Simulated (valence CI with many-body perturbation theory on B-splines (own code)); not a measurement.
**Energy levels of Pr XI**

Computed by relativistic CI+MBPT: three valence electrons over a frozen Dirac-Fock core [Kr] 4d10, a basis of 7 s, 7 p, 7 d, 7 f, 4 g, 2 h functions for each j, with the one-electron correlation potential Σ1, the two-electron term Σ2, the three-electron term Σ3, Breit, model QED; selected CI, second order for the rest, scaled by the run's own slope (own B-spline code, finite nucleus).

No measured levels were compared; by estimate levels hold to about 250 cm⁻¹ or 0.2 % of their energy and the worst to 1 %, as in measured heavy ions of charge 2 to 7; those with d or f electrons hold less well.

Levels 136 to 180 of 199, with energies above the lowest level, 5s2 5p 2P°_1/2. "Leading %" is the weight of the configuration and term that name the level; weights of strongly mixed levels are sums over their largest components and can fall short. Lifetimes count E1, E2, E3, M1 and M2 decay at the calculated energies, and are blank where another channel may lead or the interval is too uncertain; long ones can be off by a factor of two.

```
No.  Configuration  Term     J  E (cm⁻¹)  Leading %  Lifetime      g
136         4f2 5p   2G°   9/2    382850         53    170 ps  1.073
137         4f2 5p   4D°   3/2    383310         42    165 ps  1.324
138            4f3   2G°   7/2    384370         78   1.07 ns  0.908
139         4f2 5p   2F°   5/2    384470         28    155 ps  1.118
140         4f2 5p   2H°  11/2    385680         57    165 ps  1.048
141         4f2 5p   2F°   5/2    386320         65    167 ps  0.860
142            4f3   2G°   9/2    386330         69    741 ps  1.117
143            4f3   4G°   5/2    386680         78    635 ps  0.670
144            4f3   2K°  13/2    386750         95   3.07 ns  0.939
145         4f2 5p   2F°   7/2    387030         37    224 ps  1.066
146         4f2 5p   2F°   5/2    387140         38    189 ps  1.002
147            4f3   4G°   7/2    387760         71    508 ps  1.025
148            4f3   2K°  15/2    388510         96   12.1 ns  1.064
149            4f3   4G°   9/2    388520         85    738 ps  1.175
150            4f3   2D°   3/2    389370         56    535 ps  0.968
151            4f3   4G°  11/2    389730         86   1.31 ns  1.250
152            4f3   2D°   5/2    391280         66    305 ps  1.139
153            4f3   2P°   3/2    391580         45    308 ps  1.134
154         4f2 5p   2G°   7/2    392110         50    147 ps  0.974
155            4f3   2P°   1/2    392480         79    510 ps  0.623
156         4f2 5p   2G°   9/2    393260         54    162 ps  1.148
157            4f3   2P°   3/2    393440         17    141 ps  1.052
158         4f2 5p   2K°  13/2    394180         50    176 ps  1.000
159         4f 5p2   4F°   5/2    394990         17    113 ps  1.020
160         4f2 5p   4P°   1/2    395080         49    159 ps  2.022
161         4f 5p2   4F°   7/2    396130         29   97.6 ps  1.164
162            5p3   2D°   5/2    396570         27    124 ps  1.105
163         4f2 5p   4P°   3/2    396810         30    123 ps  1.429
164         4f2 5p   2F°   7/2    397480         77    143 ps  1.152
165            4f3   4D°   1/2    397590         32    205 ps  0.687
166         4f 5p2   4G°  11/2    397860         26    128 ps  1.110
167            4f3   4D°   3/2    398840         29    276 ps  1.015
168         4f 5p2   4F°   9/2    399860         44   93.2 ps  1.219
169         4f 5p2   2G°   9/2    400170         47   92.0 ps  1.038
170            4f3   2L°  15/2    400500         98   39.7 ns  0.943
171         4f2 5p   4D°   7/2    401090         80    152 ps  1.390
172            4f3   2I°  11/2    401340         62    329 ps  1.011
173            4f3   4D°   5/2    401560         62    661 ps  1.288
174            4f3   2H°  11/2    401750         40    331 ps  1.051
175            4f3   2D°   3/2    401960         42    283 ps  1.047
176            4f3   2L°  17/2    401970        100    108 ms  1.058
177            4f3   4D°   3/2    402110         21    173 ps  1.171
178            4f3   2D°   5/2    402260         26    221 ps  1.258
179            4f3   2I°  13/2    402570         87   1.21 ns  1.071
180            4f3   4D°   1/2    403590         61    257 ps  0.199
```

Names give the largest LS component (configuration and term), which can be under half, so a name can repeat, a term be missing and a line seem to break the LS rules; names also repeat where a configuration has a term twice.

Where two levels of one J and parity lie close, their mixing, g and order are uncertain.
